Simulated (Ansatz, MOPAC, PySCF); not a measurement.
Noncovalent pair: H2S (SMILES S) (first 3 atoms) with GeH4 (SMILES [GeH4]); geometry from B3LYP-D3(BJ)/def2-TZVP, rigid monomers moved along the line of their centres of mass till S1···Ge4 is 3.47 Å.
(charge 0, multiplicity 1):
```
atom    x (Å)    y (Å)    z (Å)
----  -------  -------  -------
S      0.1562  -0.3755  -0.3138
H      0.2778  -1.6336   0.1384
H     -1.1720  -0.3716  -0.1193
Ge     0.0033   0.1282   3.1193
H     -0.1245   0.2786   4.6456
H     -1.0037  -0.9286   2.6398
H      1.4278  -0.3231   2.7716
H     -0.3017   1.4735   2.4485
```

Counterpoise-corrected where a basis set is named; no monomer relaxation. Rows marked so take none.

Rows in 6-31G*, STO-3G carry no dispersion term and start afresh at each structure (6-31G* with six Cartesian d functions); the Pople sets are all-electron and without relativity. MP2/6-31G* freezes PySCF's default core, which leaves 3d correlated. The state that AM1 reach isn't checked.

Codes used: Ansatz (a first-principles code) with Gaussian orbitals; MOPAC for AM1 (differences of heats of formation); PySCF for 6-31G* rows, STO-3G rows. 

Q: One of these levels gives 0.17 kcal/mol for the interaction energy. Which?
(A) HF/STO-3G (no counterpoise)
(B) HF/def2-SVPD
(C) MP2/6-31G*
(D) AM1

A: D, AM1. The others give 1.45 (HF/STO-3G (no counterpoise)), 2.95 (HF/def2-SVPD), 2.28 (MP2/6-31G*)
